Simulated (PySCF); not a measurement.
SMILES FC(F)(F)[Si](F)(F)C(F)(F)F (C2F8Si), singlet at its PBE0/def2-SVP optimised geometry (Å):

```
11

F      1.4472    -1.3816     0.0454
C      0.9728    -0.1340     0.0000
F      1.4361     0.4421    -1.1138
F      1.4625     0.5332     1.0454
Si    -0.9458    -0.1340     0.0000
F     -1.4625     1.3816     0.0000
F     -1.4735    -0.8767     1.3167
C     -1.6458    -1.0429    -1.5375
F     -1.1726    -2.2921    -1.5895
F     -2.9773    -1.1060    -1.5021
F     -1.2901    -0.4209    -2.6642
```

Method: PBE0/def2-TZVP run with PySCF. Cells within 0.4 Å of a nucleus heavier than hydrogen are left out (blank, or x).

Map of the log10 of the electron density (e/bohr³), floored at −4 on the plane z = 0.0 Å:

```
|00000000000000000000000000000|
|00000001110000000000000000000|
|00000122222110000000000000000|
|00012233333321000000000000000|
|00123345555432100000000000000|
|00134566766543211011110000000|
|01235678887654321122221100000|
|01345789x98764332233332210000|
|0134679xxx9865433344443321000|
|0234679xxx9865444455554332100|
|01345789x99765555566655432100|
|01245678888766666667665443200|
|01234567788776777777766543210|
|1123456679x9777788x8776543210|
|122345568xxx97888xxx876543210|
|222345568xxx97888xxx876543210|
|2233456679x9877888x8876543210|
|23334556677766777889887653210|
|33334456666666667899x98754310|
|2333445566655555689xxx9754310|
|2333344555554445689xxx9754310|
|22233334444433456799x98654210|
|12222233333333345678887643210|
|11112223333322234566665432100|
|00011122333222223455554321000|
|00000112222221112333333210000|
|00000011222111001122221100000|
|00000001111100000001000000000|
|00000000000000000000000000000|
```
Scale: ten equal steps from -4.00 (start of '0') to -0.092 (end of '9'), in the order '0123456789'; x runs from -3.50 to 3.50, y from -3.50 (bottom) to 3.50 (top).
